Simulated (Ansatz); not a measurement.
`O[SiH2]C#C[SiH2]F` + H₂ → `C#C[SiH2]O` + `F[SiH3]` at 298.15 K and 1 bar (hydrogenolysis of a C–Si bond).

Gas-phase electronic energies from Ansatz, PBE0-D4/def2-TZVP geometries. CBS: MP2 limit from def2 TZ/QZ plus the TZ coupled-cluster correction, frozen cores. This one scheme is used for every species. One conformer a species, not always the lowest.

| species | CCSD(T)/CBS energy (Eh) | H − E (kJ/mol) | S (J/(mol·K)) |
| --- | --- | --- | --- |
| `O[SiH2]C#C[SiH2]F` | -832.30797 | 188.1 | 400.6 |
| H₂ | -1.17544 | 35.1 | 130.4 |
| `C#C[SiH2]O` | -442.75166 | 149.6 | 309.0 |
| `F[SiH3]` | -390.72345 | 82.7 | 238.5 |

H − E and S are ideal-gas, rigid-rotor, harmonic terms from PBE0-D4/def2-TZVP, for one conformer and one mirror image of each species. For small species the MP2-based limit differs from directly extrapolated CCSD(T) by up to some mEh (0.8 for H₂); such offsets cancel only in part. 1 Eh = 2625.50 kJ/mol, R = 8.31446 J/(mol·K).

By hand: ΔE, ΔH, ΔS and ΔG.

ΔE = (-442.75166) + (-390.72345) − (-832.30797) − (-1.17544) = 0.00830 Eh = 21.8 kJ/mol. Δ(H − E) = 149.6 + 82.7 − 188.1 − 35.1 = 9.1, so ΔH = 30.9 kJ/mol. ΔS = 309.0 + 238.5 − 400.6 − 130.4 = 16.5 J/(mol·K). ΔG = 30.9 − 298.15 × (16.5)/1000 = 26.0 kJ/mol.

By hand: the equilibrium constant, and the temperature at which ΔG would vanish if ΔH and ΔS stayed fixed.

log₁₀ K = −ΔG/(RT ln 10) = -4.6. ΔG = 0 at ΔH/ΔS = 1873 K, though so small a ΔS makes that figure unsure.

ΔH outweighs TΔS. A doubt of 5 kJ/mol in ΔE shifts log₁₀ K by 0.9 here. Other conformers and mirror images would add mixing entropy, several J/(mol·K) or more a flexible species. Modes under 60 cm⁻¹, often nearly free rotors, make the harmonic entropy too high. These are equilibria of isolated gas molecules and say nothing of rates. Largest T1 diagnostic: 0.012 (customary marks: 0.02 for closed shells, 0.045 for open ones).
